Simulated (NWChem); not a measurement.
System: HfCl4; SMILES [Cl][Hf]([Cl])([Cl])[Cl]

All runs: NWChem. Geometry: optimised at PBE0/def2-SVP. No frequency run checked for a minimum. def2 effective core potentials on Hf; no spin-orbit coupling. Level TPSS/def2-SVP: single points from the atomic guess with DIIS by default; each run changes one setting, and all converged runs end within 0.3 mHa of each other.

**Question.** Which setting needs the most SCF iterations, or fails (no level shifting; level shift of 0.5 Ha throughout; DIIS on 3 Fock matrices; defaults; occupation smearing of 0.005 Ha)?

**Answer.** level shift of 0.5 Ha throughout, with 16 against 7 for the defaults.
```json
[
 {"setting": "defaults", "SCF iterations": "7"},
 {"setting": "no level shifting", "SCF iterations": "7"},
 {"setting": "occupation smearing of 0.005 Ha", "SCF iterations": "7"},
 {"setting": "DIIS on 3 Fock matrices", "SCF iterations": "9"},
 {"setting": "level shift of 0.5 Ha throughout", "SCF iterations": "16"}
]
```
